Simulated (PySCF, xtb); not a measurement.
trimethylsulfonium (C3H9S), SMILES [S+](C)(C)C, charge +1.

Harmonic wavenumbers (cm⁻¹) from GFN2-xTB (xtb) at its own minimum, in rising order: 121, 177, 177, 248, 248, 299, 686, 731, 731, 862, 895, 895, 984, 984, 1005, 1325, 1326, 1331, 1392, 1412, 1412, 1418, 1418, 1431, 3050, 3050, 3050, 3055, 3060, 3060, 3062, 3062, 3065.

Task: What does PBE0-D3(BJ)/def2-SVP (PySCF) give at its own minimum? (Estimate from the structure and the level; the computed values follow.)

Result: 169, 210, 210, 265, 265, 293, 665, 748, 748, 885, 931, 931, 1048, 1048, 1053, 1326, 1326, 1363, 1413, 1425, 1425, 1434, 1434, 1445, 3074, 3075, 3075, 3208, 3208, 3208, 3211, 3213, 3213. Paired by order, the mean absolute difference is 48 cm⁻¹ and the zero-point energies are 70.1 and 72.3 kcal/mol.
